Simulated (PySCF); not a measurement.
## Molybdenum: a sound run and one with changed settings

Sound run: Mo²⁺ [Kr] 4d4, Mo³⁺ [Kr] 4d3. Computed with PySCF 2.14 in x2c-SVPall (6s5p5d1f, 53 functions), with scalar relativity by spin-free X2C-1e. In the sound run the correlated levels freeze [Kr]. The sound run starts from symmetry-adapted Hartree-Fock orbitals and uses a fine grid where one is needed.

Changed run: basis STO-3G, all-electron and non-relativistic. This setting is unsound on purpose.

```csv
species,method,sound run (hartree),changed run (hartree),converged
Mo²⁺,UHF,-4045.03901,-3935.34338,yes
Mo²⁺,M06-L,-4047.00183,-3936.95919,yes
Mo²⁺,B3LYP,-4047.15938,-3936.89239,yes
Mo²⁺,MP2,-4045.06602,-3935.34367,yes
Mo³⁺,UHF,-4044.08016,-3934.41273,yes
Mo³⁺,M06-L,-4046.01891,-3935.99739,yes
Mo³⁺,B3LYP,-4046.15652,-3935.93064,yes
Mo³⁺,MP2,-4044.09156,-3934.41282,yes
```

Ionisation energy of Mo²⁺:

```
 method  sound run (eV)  changed run (eV)
    UHF          26.092            25.324
  M06-L          26.747            26.172
  B3LYP          27.289            26.170
    MP2          26.516            25.330
SCS-MP2          26.233            25.326
```

A minimal basis cannot let orbitals breathe on ionisation and holds almost no correlation. The Hamiltonian changed with the basis, so the totals do not compare.

For comparison, NIST gives 27.13 ± 0.12 eV between the lowest levels.
